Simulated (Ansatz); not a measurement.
One change: `F[Si](F)(F)[SnH3]` becomes `C=C[Se][Si](F)(F)F`.

Ansatz, PBE0-D4/def2-TZVP geometries, multiplicity 1. Each molecule was computed in one conformer, which needn't be the lowest.

Elements past krypton have def2 core potentials. Scalar relativity is left out up to krypton.

| property | `F[Si](F)(F)[SnH3]` |
| --- | --- |
| LUMO energy (ωB97M-V/def2-TZVPP) / eV | 1.35 |
| HOMO energy (PBE/def2-TZVPP) / eV | -7.68 |
| LUMO energy (PBE0/def2-TZVPP) / eV | -0.33 |
| size of the dipole moment (PBE/def2-TZVPP) / D | 1.91 |
| size of the dipole moment (B3LYP/def2-TZVPP) / D | 2.05 |
| HOMO energy (PBE0/def2-TZVPP) / eV | -8.90 |

Q: What does the change do to each property? (Estimate.)

A: Ansatz gave: 
```
                                        property  `C=C[Se][Si](F)(F)F`  shift
           LUMO energy (ωB97M-V/def2-TZVPP) / eV                  1.15  -0.20
               HOMO energy (PBE/def2-TZVPP) / eV                 -6.35   1.33
              LUMO energy (PBE0/def2-TZVPP) / eV                 -0.97  -0.64
  size of the dipole moment (PBE/def2-TZVPP) / D                  2.27   0.36
size of the dipole moment (B3LYP/def2-TZVPP) / D                  2.35   0.30
              HOMO energy (PBE0/def2-TZVPP) / eV                 -7.55   1.35
```

With PBE0 the HOMO rises by 1.35 eV and the LUMO falls by 0.64 eV, so the gap narrows by about 1.99 eV. PBE moves the HOMO by 1.33 eV and ωB97M-V by 1.24 eV. Dipoles are sizes alone; their direction can turn.

B3LYP here is the variant with VWN-RPA as its local correlation; programs differ in this.

Spin–orbit coupling is left out; it splits and shifts lone-pair levels of the heavy atoms by tenths of an eV.
